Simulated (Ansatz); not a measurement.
**Which is lower?**

The two ends of one reaction step of BH2SBrF2, closed shell (PBE0-D4/def2-TZVP).

A:

B1  (-1.208, -0.473, -0.126)
S2  (1.491, 0.679, -0.635)
F3  (-0.929, -1.499, -0.895)
F4  (-1.774, 0.593, -0.641)
H5  (2.110, -0.216, 0.151)
Br6  (-1.078, -0.652, 1.780)
H7  (1.388, 1.568, 0.365)
(Å)

B:

```
7
angstrom
B -0.6622 0.0347 -1.0667
S 1.0923 0.2928 -0.7042
F -1.0509 -1.1422 -1.5032
F -1.5569 0.9863 -0.9131
H 0.8079 -0.6483 1.5877
Br 0.4342 -1.0872 2.8987
H 0.9355 1.5638 -0.2991
```

Ansatz 0.2.0; basis: def2-TZVPP; cores frozen in the correlated methods. Filled d shells of the heavier atoms are correlated. The def2 sets are not built for correlating such inner shells, so the correlated values are less sure here. B3LYP uses VWN-RPA correlation.

Task: Which structure is lower at CCSD(T), and by how much? (To be estimated.)

Result: Computed: A, by 2.26 kcal/mol (electronic energy, against the other). By their contacts, A is a complex of BBrF₂ ([F][B]([F])[Br]) + H₂S and B is a complex of BHSF₂ ([F][B]([F])[SH]) + HBr.

All methods give the same order:

| method | E(B) − E(A) (kcal/mol) |
| --- | --- |
| SPW92 | 1.43 |
| PBE-D4 | 1.11 |
| BLYP-D4 | 1.33 |
| r2SCAN-D4 | 2.03 |
| B97M-V | 1.35 |
| PBE0-D4 | 1.57 |
| B3LYP-D4 | 1.68 |
| r2SCAN0-D4 | 2.27 |
| BHLYP-D4 | 2.39 |
| CAM-B3LYP-D4 | 1.67 |
| wB97X-V | 2.36 |
| wB97M-V | 2.89 |
| B2PLYP | 1.37 |
| PBE-QIDH | 1.97 |
| RPA on PBE | 2.56 |
| HF | 1.98 |
| MP2 | 2.53 |
| CCSD | 2.30 |
| CCSD(T) | 2.26 |

T1 diagnostic: at most 0.011.

Labels in which every atom is bracketed show which atoms are joined, not bond orders.

For scale, one of the runs: CCSD(T)/def2-TZVPP, 211 basis functions (an equivalent command: `ansatz run in.yaml --threads 4`). Time: 2.3 min of wall clock on 4 CPU threads; the host was shared. Peak host memory: 3.1 GiB.
